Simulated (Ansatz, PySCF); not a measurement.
Input for PySCF:
```python
from pyscf import gto, scf, mp

mol = gto.Mole()
mol.atom = '''
    C     1.191191   -0.382927    0.007172
    C    -0.131227    0.521680    0.020645
    N    -1.347911   -0.107551    0.083890
    H     2.099467    0.229158    0.017145
    H     1.194065   -1.037068    0.879195
    H     1.200633   -1.006310   -0.888497
    H     0.068229    1.238652   -0.896924
    H    -0.027302    1.178907    0.908696
    H    -1.459500   -0.683001   -0.773743
'''
mol.basis = 'def2-svp'
mol.charge = -1
mol.spin = 0
mol.verbose = 4
mol.build()

mf = scf.RHF(mol)
mf.kernel()

pt = mp.MP2(mf, frozen=3)
pt.kernel()
print('E(MP2) = %.10f' % pt.e_tot)
```

Convert this to an input for Ansatz (a program for electronic structure).

Several could match; the one computed here: 
Ansatz 0.2 input:
```yaml
crystal:
  periodic: [false, false, false]
  atoms:
    - {symbol: C, position_ang: [1.19119079, -0.38292669, 0.00717213]}
    - {symbol: C, position_ang: [-0.13122655, 0.52167957, 0.02064457]}
    - {symbol: N, position_ang: [-1.34791120, -0.10755068, 0.08388981]}
    - {symbol: H, position_ang: [2.09946740, 0.22915829, 0.01714482]}
    - {symbol: H, position_ang: [1.19406526, -1.03706791, 0.87919469]}
    - {symbol: H, position_ang: [1.20063277, -1.00631015, -0.88849714]}
    - {symbol: H, position_ang: [0.06822949, 1.23865150, -0.89692383]}
    - {symbol: H, position_ang: [-0.02730219, 1.17890666, 0.90869617]}
    - {symbol: H, position_ang: [-1.45949966, -0.68300083, -0.77374348]}
basis:
  gaussian:
    orbitals: def2-SVP
total_charge: -1
magnetization: {spin_polarized: false}
correlation: {method: mp2, electrons: outside_noble_gas}
accuracy: high
```

Both were run: PySCF gave -133.937144 Eh and Ansatz -133.937144 Eh, 0.000 mEh apart.
